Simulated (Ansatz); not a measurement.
Cost and result for the atomization energy of C₂H₂BFSe, SMILES `C#C[Se]BF` (7 atoms, 6 bonds).

The species carries charge 0 and has multiplicity 1. Correlated methods include outer-core shells of Se, which these sets cover unevenly. Scalar relativity is left out up to krypton. The geometry is a stationary point of PBE0-D4/def2-TZVP. It is one conformer, not always the lowest. Program: Ansatz. All runs use 2 threads of an Intel Xeon Platinum 8259CL on a shared host. Times are those of one run each, without the atoms' runs, and a repeat can differ threefold. Electronic energies, without spin–orbit coupling; frozen cores. CCSD(T)/CBS adds CCSD(T) − MP2 in def2-TZVPP to the MP2 limit, and its time is that of the two runs behind it. T1 = 0.013. With those shells the extrapolation isn't a true limit. B3LYP takes the VWN-RPA correlation (the form of Gaussian; ORCA's B3LYP/G). HSE06 is the plane-wave form, built on full-range PBE exchange.

CCSD(T)/CBS is a level of theory with its own doubt, some kJ/mol a heavy atom from the limit and from the frozen cores, so smaller differences don't rank the functionals.

```json
{"level": "PBE-D4/def2-TZVPP (with forces)", "functions": "200", "wall time": "3.3 s"}
{"level": "PBE0-D4/def2-TZVPP", "functions": "200", "wall time": "3.9 s"}
{"level": "BHLYP-D4/def2-TZVPP", "functions": "200", "wall time": "4.3 s"}
{"level": "HSE06-D4/def2-TZVPP", "functions": "200", "wall time": "4.4 s"}
{"level": "r2SCAN-D4/def2-TZVPP (with forces)", "functions": "200", "wall time": "6 s"}
{"level": "B3LYP-D4/def2-TZVPP (with forces)", "functions": "200", "wall time": "6 s"}
{"level": "r2SCANh-D4/def2-TZVPP", "functions": "200", "wall time": "6 s"}
{"level": "PBE-QIDH/def2-TZVPP", "functions": "200", "wall time": "7.5 s"}
{"level": "CCSD(T)/def2-SVP", "functions": "98", "wall time": "7.5 s"}
{"level": "B97M-V/def2-TZVPP", "functions": "200", "wall time": "10 s"}
{"level": "MP2/def2-QZVPP", "functions": "377", "wall time": "27 s"}
{"level": "CCSD(T)/def2-TZVPP", "functions": "200", "wall time": "110 s"}
{"level": "CCSD(T)/CBS(def2)", "functions": "–", "wall time": "2.2 min"}
```

(1) What atomization energy does each give, and how far from CCSD(T)/CBS? (Best estimate.)

Results:

(1) Computed: 
| level | atomization (kcal/mol) | difference from CCSD(T)/CBS | per bond |
| --- | --- | --- | --- |
| PBE-D4/def2-TZVPP (with forces) | 720.4 | 29.0 | 4.8 |
| PBE0-D4/def2-TZVPP | 698.8 | 7.4 | 1.2 |
| BHLYP-D4/def2-TZVPP | 663.2 | -28.2 | -4.7 |
| HSE06-D4/def2-TZVPP | 699.4 | 8.0 | 1.3 |
| r2SCAN-D4/def2-TZVPP (with forces) | 698.8 | 7.4 | 1.2 |
| B3LYP-D4/def2-TZVPP (with forces) | 692.2 | 0.8 | 0.1 |
| r2SCANh-D4/def2-TZVPP | 691.5 | 0.1 | 0.0 |
| PBE-QIDH/def2-TZVPP | 692.5 | 1.1 | 0.2 |
| CCSD(T)/def2-SVP | 657.3 | -34.1 | -5.7 |
| B97M-V/def2-TZVPP | 694.6 | 3.2 | 0.5 |
| MP2/def2-QZVPP | 712.1 | 20.7 | 3.5 |
| CCSD(T)/def2-TZVPP | 673.0 | -18.4 | -3.1 |
| CCSD(T)/CBS(def2) | 691.4 | 0.0 | 0.0 |

From r2SCAN to r2SCAN0 (25 % exact exchange), in def2-TZVPP and without D4, the atomization energy moves by −18.0 kcal/mol: exact exchange takes away binding that semilocal exchange gives to molecules. The D4 term adds +6.0 kcal/mol with B3LYP and +3.1 kcal/mol with PBE0; it sums over pairs of atoms, weighted by their polarisabilities, and B3LYP, whose exchange is more repulsive, gets the larger term. At CCSD(T), def2-SVP lies −34.0 kcal/mol from the extrapolated value and def2-TZVPP −18.4 kcal/mol: correlation converges slowly with the basis, and small sets miss more of it in the bonded molecule than in its fragments.
